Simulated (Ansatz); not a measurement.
Reaction (hydrogenolysis of the Sn–Br bond): `[OH][SnH2][Br]` + H₂ → `[OH][SnH3]` + HBr

Isolated molecules relaxed with PBE0-D4/def2-TZVP in Ansatz; ΔE leaves out vibrations. CCSD(T)/CBS is the MP2 limit (def2-TZVPP, def2-QZVPP) plus CCSD(T) − MP2 in def2-TZVPP, frozen cores. This one scheme is used for every species. DFT in def2-TZVPP. Elements past krypton have def2 core potentials. For Br, Sn outer-core shells are correlated without core-valence functions, which leaves a few kJ/mol of doubt a bond. Scalar relativity is left out up to krypton. Each species was taken in one conformer, which may not be the lowest.

`[OH][SnH2][Br]`:

```xyz
6

O    -0.958   -1.218   -0.144
Sn    0.467    0.118   -0.142
Br   -0.607    2.330    0.176
H    -1.548   -1.151    0.611
H     1.501   -0.114    1.191
H     1.144    0.035   -1.692
```

H₂:

Cartesian coordinates in Å:
```
H -0.124 -0.112 -0.334
H 0.124 0.112 0.334
```

`[OH][SnH3]`:

Z-matrix (Å, degrees):
```
Sn
O 1 1.970
H 1 1.709 2 108.5
H 1 1.698 2 103.1 3 119.8
H 1 1.709 2 108.5 3 -120.5
H 2 0.959 1 113.2 3 60.0
```

HBr:

Z-matrix (Å, degrees):
```
Br
H 1 1.420
```

CCSD(T)/CBS gives +1.03 eV.

**Question.** Another level gave +1.01 eV. Which?
A. revPBE/def2-TZVPP
B. MP2/def2-TZVPP
C. CCSD(T)/def2-TZVPP
D. RPA@PBE/def2-TZVPP

**Answer.** B. MP2/def2-TZVPP 1.01, CCSD(T)/def2-TZVPP 0.90, revPBE 0.94, RPA@PBE/def2-TZVPP 0.83 eV.

Largest T1 diagnostic among the species: 0.014.

At CCSD(T), def2-SVP lies −0.19 eV from the extrapolated value and def2-TZVPP −0.14 eV. The D4 term adds +0.07 eV with B3LYP and +0.04 eV with PBE0; it sums over pairs of atoms, weighted by their polarisabilities, and B3LYP, whose exchange is more repulsive, gets the larger term. Leaving LDA and LC-ωPBE aside and taking each functional with its dispersion term where it has one, the values, not all of them listed here, spread over 0.14 eV, from B97M-V to r2SCAN-D4. LDA lies −0.07 eV from PBE without D4.

B3LYP here is the variant with VWN-RPA as its local correlation; programs differ in this.
